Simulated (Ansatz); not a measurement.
Task: Name a neutral molecule of Al, C, Cl, O and H with zero-point energy (PBE0-D4/def2-TZVP) between 149 and 165 kJ/mol and HOMO–LUMO gap (PBE/def2-TZVPP) between 5.35 and 5.65 eV (Ansatz, PBE0-D4/def2-TZVP geometry).

Result: `C[O][Al]([OH])[Cl]` (151.7 kJ/mol, 5.35 eV). Other molecules can fit too; these were computed, each in one conformer that needn't be the lowest.
